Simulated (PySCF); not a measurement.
NICS in rings of unrelated molecules.

NICS is the negative of the GIAO shielding at a point without a nucleus: at the ring centre (0) and 1 Å above and below it (1); zz is the component along the ring normal. Level: GIAO PBE0/pcSseg-1 (PySCF, non-relativistic, gas phase) on the GFN2-xTB geometries, one conformer each. Atom numbers follow the mapped SMILES.

Question: Order these rings by mean NICS(1)zz, lowest (most negative) first (ppm).
A. ring C2–C3–C4–C10–C11 in `[F:1][C:2]1=[CH:3][C:4]([O:5][C:6]([F:7])([F:8])[F:9])=[CH:10][CH2:11]1`
B. ring C4–C5–C6–N7–C8 in `[CH3:1][S@@:2](=[O:3])[c:4]1[cH:5][cH:6][n-:7][cH:8]1` (charge -1)
C. ring C2–C3–C4–C5–C6–C7 in `[CH3:1][c:2]1[cH:3][cH:4][cH:5][cH:6][c:7]1[P:8](=[O:9])([OH:10])[OH:11]`
D. ring C3–C4–Si6 in `[CH3:1][O:2][C@@H:3]1[C@@H:4]([CH3:5])[Si@H:6]1[CH2:7][S:8][CH3:9]`
E. ring C5–C6–P7–C8–P9–C10 in `[CH3:1][O:2][C:3](=[O:4])[c:5]1[cH:6][p:7][cH:8][p:9][c:10]1[CH3:11]`
F. ring C3–C4–C5–S6–C7 in `[H]/[N:1]=[CH:2]\[C@H:3]1[CH2:4][CH2:5][S:6][CH2:7]1`
G. ring C4–C5–C6 in `[CH2:1]=[N:2][CH2:3][C@@H:4]1[CH2:5][C@@H:6]1[SH:7]`

Answer: B (-31.5), C (-27.7), E (-24.3), G (-21.5), D (-14.3), A (-7.4), F (-4.9).

```tsv
SMILES	ring	NICS(0)	NICS(1)	NICS(1)zz	HOMA	rms pucker (Å)	ring atoms with four or more neighbours
C[S@@](=O)c1cc[n-]c1	5-membered ring with N; formal bonds all aromatic	-12.9	-11.8	-31.5	0.96	0.00	0
Cc1ccccc1P(=O)(O)O	6-membered carbocycle; formal bonds all aromatic	-8.6	-11.4	-27.7	1.00	0.00	0
COC(=O)c1cpcpc1C	6-membered ring with 2 P; formal bonds all aromatic	-6.8	-10.0	-24.3	0.89	0.01	0
C=NC[C@@H]1C[C@@H]1S	3-membered carbocycle; formal bonds all single	-42.9	-8.0	-21.5	–	0.00	3
CO[C@@H]1[C@@H](C)[Si@H]1CSC	3-membered ring with Si; formal bonds all single	-25.0	-7.8	-14.3	–	0.00	3
FC1=CC(OC(F)(F)F)=CC1	5-membered carbocycle; formal bonds 2 double, 3 single	-6.6	-4.7	-7.4	–	0.00	1
[H]/N=C\[C@H]1CCSC1	5-membered ring with S; formal bonds all single	-9.4	-4.9	-4.9	–	0.20	4
```

NICS(0) gives another order. The isotropic NICS(1) gives another order. HOMA uses Krygowski's 1993 parameters; it is left out where a ring has a four-coordinate atom, a triple bond, no multiple bond or a kind of bond without parameters. NICS(1) and NICS(1)zz are means over the two faces.
